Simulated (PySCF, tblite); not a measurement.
Isomers of C4H7O3 (doublet state), one GFN2-xTB conformer each. Single-point energies are computed at B3LYP/pcH-1 (PySCF, gas phase, no added dispersion term), electronic only. GFN2-xTB treats the open shell by occupation alone, and not every SCF solution was tested for stability.

Problem. Rank them by B3LYP/pcH-1 energy, lowest first (kcal/mol).
A. `[CH2:1][O:2][C@H:3]1[CH2:4][O:5][CH2:6][O:7]1` (doublet state) with H–C1–O2–C3 17° and 171°, C1–O2–C3–C4 -179°, O2–C3–C4–O5 121°, C3–C4–O5–C6 -22°, C4–O5–C6–O7 37°, O5–C6–O7–C3 -37°
B. `[CH3:1][O:2][C:3]1[CH2:4][O:5][CH2:6][O:7]1` (doublet state) with C1–O2–C3–C4 163°, O2–C3–C4–O5 -123°, C3–C4–O5–C6 -26°, C4–O5–C6–O7 32°, O5–C6–O7–C3 -24°
C. `[CH2:1][C@H:2]([O:3][CH3:4])[C:5](=[O:6])[OH:7]` (doublet state) with H–C1–C2–O3 28° and -160°, C1–C2–O3–C4 -172°, C1–C2–C5–O6 91°, C2–C5–O7–H 174°

Solution. C (0.0), B (16.7), A (17.1).

As drawn, the lowest has an O–H bond, which the highest lacks. Neighbours under 5.0 kcal/mol apart (CO[C]1COCO1 and [CH2]O[C@H]1COCO1) can change places with a better method, another conformer or zero-point energy. GFN2-xTB itself gives, in the same order: 10.3, 0.0, 6.7. GFN2-xTB puts CO[C]1COCO1 lowest instead; measured from each level's own lowest isomer, the values differ by up to 16.7 kcal/mol (CO[C]1COCO1: 0.0 against 16.7).

Problem. What happens when harmonic zero-point energies from GFN2-xTB frequencies are added?

Solution. 
```
              SMILES  ZPE (kcal/mol)  electronic (kcal/mol)  with ZPE (kcal/mol)
[CH2][C@H](OC)C(=O)O            65.3                    0.0                  0.0
         CO[C]1COCO1            67.7                   16.7                 19.1
   [CH2]O[C@H]1COCO1            67.1                   17.1                 18.9
```

The zero-point energies span 2.4 kcal/mol. The lowest isomer stays, but the order above it changes.
